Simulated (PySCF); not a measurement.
InH2(iBu), C4H11In.
Cartesian coordinates in Å at the PBE0-D3(BJ)/def2-SVP level; atoms count from 1:
```
atom  x, y, z in Å
In1    1.0301    1.6765    1.2158
H2     2.7723    1.6899    1.2476
H3     0.1971    3.2068    1.1857
C4    -0.0821   -0.2104    1.2722
C5    -0.4428   -0.7520   -0.1124
C6     0.7989   -1.0623   -0.9407
C7    -1.3801    0.1877   -0.8623
H8    -0.9948   -0.0378    1.8664
H9     0.5341   -0.9395    1.8234
H10   -0.9860   -1.7071    0.0295
H11    1.3682   -0.1407   -1.1648
H12    0.5395   -1.5253   -1.9057
H13    1.4807   -1.7433   -0.4090
H14   -0.8918    1.1582   -1.0676
H15   -2.2900    0.3999   -0.2800
H16   -1.6877   -0.2344   -1.8317
```

Theory: PySCF 2.14.0, PBE0-D3(BJ)/def2-SVP geometry optimisation, gas phase, def2 core potentials past Kr.

Take the most abundant isotopes and a rigid rotor. The values belong to one conformer.

Problem. What are A, B and C (MHz)?

Solution. Ia = 98.34, Ib = 384.57, Ic = 406.69 u·Å²; 505379 MHz·u·Å²/I gives A = 5139, B = 1314, C = 1243 MHz.

Problem. Classify the top.

Solution. A near-prolate asymmetric top: κ = (2 × 1314 − 5139 − 1243)/(5139 − 1243) = -0.96.

Problem. Is it planar, by Δ = Ic − Ia − Ib?

Solution. Not planar: Δ = Ic − Ia − Ib = -76.21 u·Å². For a rigid frame Δ = −2 Σ m c², so Σ m c² = 38.11 u·Å² lies off the ab plane: 13.80 from hydrogen and 24.31 from heavier atoms. The atom farthest from that plane is 1.85 Å away.

Problem. Give the other two planar moments, Paa and Pbb, and the rms extents of the mass along the axes.

Solution. Paa = Σ m a² = (Ib + Ic − Ia)/2 = 346.46 and Pbb = Σ m b² = (Ia + Ic − Ib)/2 = 60.23 u·Å². With the mass M = 173.99 u, the rms extents √(P/M) along a, b and c are 1.41, 0.59, 0.47 Å.

Problem. Where do the levels up to J = 4 lie, in MHz?

Solution. Above 0(0,0):
J = 1: 1(0,1) 2557, 1(1,1) 6382, 1(1,0) 6453
J = 2: 2(0,2) 7669, 2(1,2) 11424, 2(1,1) 11638, 2(2,1) 23114, 2(2,0) 23115
J = 3: 3(0,3) 15336, 3(1,3) 18987, 3(1,2) 19415, 3(2,2) 30784, 3(2,1) 30789, 3(3,1) 50089, 3(3,0) 50089
J = 4: 4(0,4) 25553, 4(1,4) 29069, 4(1,3) 29784, 4(2,3) 41011, 4(2,2) 41025, 4(3,2) 60318, 4(3,1) 60318, 4(4,1) 87343, 4(4,0) 87343

Problem. Which lines would a microwave search look for?

Solution. The dipole components are |μa| = 1.05 D, |μb| = 0.00 D, |μc| = 0.55 D. Intensities carry the squares of the components, which stand as 1.00 : 0.00 : 0.28 (a : b : c). Some lines, for components of 0.1 D or more:

```json
{"type": "a", "branch": "Q", "J(Ka,Kc)": "3(1,2) ← 3(1,3)", "MHz": "429", "lower level (cm⁻¹)": "0.633"}
{"type": "a", "branch": "Q", "J(Ka,Kc)": "4(1,3) ← 4(1,4)", "MHz": "715", "lower level (cm⁻¹)": "0.970"}
{"type": "c", "branch": "Q", "J(Ka,Kc)": "2(1,2) ← 2(0,2)", "MHz": "3755", "lower level (cm⁻¹)": "0.256"}
{"type": "a", "branch": "R", "J(Ka,Kc)": "2(0,2) ← 1(0,1)", "MHz": "5113", "lower level (cm⁻¹)": "0.085"}
{"type": "a", "branch": "R", "J(Ka,Kc)": "3(1,3) ← 2(1,2)", "MHz": "7563", "lower level (cm⁻¹)": "0.381"}
{"type": "a", "branch": "R", "J(Ka,Kc)": "3(2,2) ← 2(2,1)", "MHz": "7670", "lower level (cm⁻¹)": "0.771"}
{"type": "a", "branch": "R", "J(Ka,Kc)": "3(1,2) ← 2(1,1)", "MHz": "7777", "lower level (cm⁻¹)": "0.388"}
{"type": "a", "branch": "R", "J(Ka,Kc)": "4(0,4) ← 3(0,3)", "MHz": "10217", "lower level (cm⁻¹)": "0.512"}
{"type": "a", "branch": "R", "J(Ka,Kc)": "4(3,2) ← 3(3,1)", "MHz": "10229", "lower level (cm⁻¹)": "1.671"}
{"type": "c", "branch": "Q", "J(Ka,Kc)": "4(2,3) ← 4(1,3)", "MHz": "11227", "lower level (cm⁻¹)": "0.993"}
{"type": "c", "branch": "Q", "J(Ka,Kc)": "3(2,2) ← 3(1,2)", "MHz": "11369", "lower level (cm⁻¹)": "0.648"}
{"type": "c", "branch": "Q", "J(Ka,Kc)": "2(2,1) ← 2(1,1)", "MHz": "11475", "lower level (cm⁻¹)": "0.388"}
{"type": "c", "branch": "R", "J(Ka,Kc)": "4(1,3) ← 3(0,3)", "MHz": "14448", "lower level (cm⁻¹)": "0.512"}
{"type": "c", "branch": "R", "J(Ka,Kc)": "3(2,1) ← 2(1,1)", "MHz": "19151", "lower level (cm⁻¹)": "0.388"}
{"type": "c", "branch": "Q", "J(Ka,Kc)": "4(3,2) ← 4(2,2)", "MHz": "19293", "lower level (cm⁻¹)": "1.368"}
{"type": "c", "branch": "R", "J(Ka,Kc)": "3(2,2) ← 2(1,2)", "MHz": "19360", "lower level (cm⁻¹)": "0.381"}
{"type": "c", "branch": "R", "J(Ka,Kc)": "4(2,2) ← 3(1,2)", "MHz": "21610", "lower level (cm⁻¹)": "0.648"}
{"type": "c", "branch": "R", "J(Ka,Kc)": "3(3,0) ← 2(2,0)", "MHz": "26974", "lower level (cm⁻¹)": "0.771"}
{"type": "c", "branch": "R", "J(Ka,Kc)": "3(3,1) ← 2(2,1)", "MHz": "26975", "lower level (cm⁻¹)": "0.771"}
{"type": "c", "branch": "Q", "J(Ka,Kc)": "4(4,1) ← 4(3,1)", "MHz": "27024", "lower level (cm⁻¹)": "2.012"}
{"type": "c", "branch": "R", "J(Ka,Kc)": "4(3,1) ← 3(2,1)", "MHz": "29529", "lower level (cm⁻¹)": "1.027"}
```

Atoms past krypton carry def2 core potentials. PBE0-D3(BJ)/def2-SVP frequencies: not computed here. No vibrational averaging or centrifugal distortion is included, and the geometry carries the error of its method. A rigid rotor knows nothing of internal rotation, which can split or shift real lines.
